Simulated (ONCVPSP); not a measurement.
u(r) = r·R(r): atom against pseudo-atom (iron (Fe))

Columns: radius, all-electron u(r) and pseudo u(r) of the 3p shell (level -78.51 eV) of iron in the configuration [Ne] 3s2 3p6 3d6; PBE, scalar-relativistic, ONCV scheme, ONCVPSP 4.0.1.

```tsv
r (bohr)	all-electron	pseudo
0.080	-0.4482	0.0286
0.160	-0.5920	0.1171
0.240	-0.3097	0.2669
0.320	0.1240	0.4681
0.400	0.5306	0.6916
0.480	0.8392	0.8986
0.560	1.0374	1.0549
0.640	1.1379	1.1429
0.720	1.1637	1.1657
0.800	1.1369	1.1378
0.880	1.0764	1.0765
0.960	0.9964	0.9963
1.040	0.9071	0.9070
1.120	0.8154	0.8153
1.200	0.7258	0.7257
1.280	0.6410	0.6409
1.360	0.5626	0.5625
1.440	0.4912	0.4911
1.520	0.4269	0.4269
1.600	0.3698	0.3697
1.680	0.3192	0.3192
1.760	0.2749	0.2749
1.840	0.2362	0.2361
1.920	0.2025	0.2024
2.000	0.1733	0.1732
2.080	0.1480	0.1480
```

Task: How many radial nodes do the two functions have?

Result: The all-electron 3p function has n − l − 1 = 1; the pseudo-wave has 0, since the states of the same l below it are removed with the core.

Task: At about which radius was the pseudo-wave matched?

Result: 1.05 bohr. The columns agree to 0.0005 from 0.88 bohr on; several derivatives are matched, so the curves merge somewhat inside the radius.

Task: Is the pseudo-wave norm-conserving?

Result: Yes: the ONCV scheme keeps the norm inside the radius equal to the all-electron one, which fixes the energy derivative of the logarithmic derivative at the level.
